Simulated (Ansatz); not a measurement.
Breaking the Br1–Br2 bond in Br2 (multiplicity 1 held). Energies count from the point at 2.316 Å.


Restricted levels (R-, RO-) in cc, def2 and unpolarised 6-31G sets keep to the state of the molecule at rest. U- levels take the lowest unrestricted solution at each point, which mixes spins at long bonds. Active spaces are followed from rest. Left out are points that failed, MP2 points that dive below the minimum, coupled-cluster points behind a jump of the amplitudes or a sharp parting from full CI or MRCI, small-basis points behind a change of solution, and semi-empirical points at long bonds. Curves can end on different states.

Correlated levels freeze the cores. Filled d and f shells under p-block atoms count as core.

Run with Ansatz (Gaussian orbitals). Values without a source in brackets are computed.

Energies in kJ/mol.

| R (Å) | U-HF/cc-pVDZ | R-MP2/cc-pVDZ | U-CCSD/cc-pVDZ | R-CCSDT/cc-pVDZ | SC-NEVPT2 on CASSCF(14,8)/cc-pVDZ | FIC-MRCISD+Q on CASSCF(14,8)/cc-pVDZ |
|---|---|---|---|---|---|---|
| 1.853 | 328 | 341 | 352 | 355 | 351 | 357 |
| 2.084 | 51 | (withheld) | 64 | 66 | 63 | 66 |
| 2.316 | 0 | 0 | 0 | 0 | 0 | 0 |
| 2.547 | 30 | 27 | 23 | 17 | 20 | 16 |
| 2.779 | 46 | 81 | 75 | 58 | 63 | 56 |
| 3.126 | 52 | 161 | 129 | 112 | 119 | 109 |
| 3.474 | 52 | 219 | 145 | 144 | 151 | 139 |
| 4.053 | 50 | 253 | 148 | 161 | 168 | 156 |
| 4.631 | 50 | 229 | 149 | 164 | 170 | 157 |
| 5.326 | 50 | 164 | 150 | 164 | 170 | 158 |
| 6.252 | 50 | (withheld) | 150 | 163 | 170 | 158 |
| 7.410 | 50 | left out | 150 | 163 | 171 | 158 |
| 9.263 | 51 | left out | 150 | 163 | 171 | 158 |

Task: Some entries are withheld; supply them.

Result: 
- 2.084, R-MP2/cc-pVDZ: 58
- 6.252, R-MP2/cc-pVDZ: 62

Doubts at one or more of the structures used: a spin-contaminated determinant (U-HF/cc-pVDZ, U-CCSD/cc-pVDZ); a restricted determinant that unrestricted orbitals would lower (R-MP2/cc-pVDZ, R-CCSDT/cc-pVDZ); T1 above 0.05 (U-CCSD/cc-pVDZ); the program's own flag: other amplitudes (U-CCSD/cc-pVDZ); other coupled-cluster roots lie near (R-CCSDT/cc-pVDZ).

Ansatz is a quantum-chemistry and plane-wave program.
